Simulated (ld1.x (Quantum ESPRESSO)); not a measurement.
# Reading a pseudo-wave (potassium (K))

Columns: radius, all-electron u(r) and pseudo u(r) of the 3s shell (level -41.45 eV) of potassium in the configuration [Ne] 3s2 3p6 3d0 4s0 4p0; PBE, scalar-relativistic, TM scheme, ld1.x (Quantum ESPRESSO) 7.5.

```
r (bohr)  all-electron  pseudo
   0.125       -0.1027  0.0679
   0.250       -0.4959  0.1476
   0.375       -0.3262  0.2518
   0.500        0.0625  0.3914
   0.625        0.4403  0.5654
   0.750        0.7218  0.7488
   0.875        0.8945  0.8960
   1.000        0.9728  0.9726
   1.125        0.9805  0.9805
   1.250        0.9408  0.9408
   1.375        0.8726  0.8726
   1.500        0.7899  0.7899
   1.625        0.7022  0.7022
   1.750        0.6156  0.6156
   1.875        0.5338  0.5338
   2.000        0.4589  0.4589
   2.125        0.3918  0.3918
   2.250        0.3327  0.3327
   2.375        0.2812  0.2812
   2.500        0.2367  0.2367
   2.625        0.1986  0.1986
   2.750        0.1663  0.1663
   2.875        0.1388  0.1388
   3.000        0.1156  0.1156
   3.125        0.0962  0.0962
   3.250        0.0798  0.0798
```

How many radial nodes do the two functions have?

The all-electron 3s function has n − l − 1 = 2 (the table is too coarse to show those close to the nucleus); the pseudo-wave has 0, since the states of the same l below it are removed with the core.

At about which radius was the pseudo-wave matched?

1.15 bohr. The columns agree to 0.0005 from 1.00 bohr on; several derivatives are matched, so the curves merge somewhat inside the radius.

Is the pseudo-wave norm-conserving?

Yes: the TM scheme keeps the norm inside the radius equal to the all-electron one, which fixes the energy derivative of the logarithmic derivative at the level.
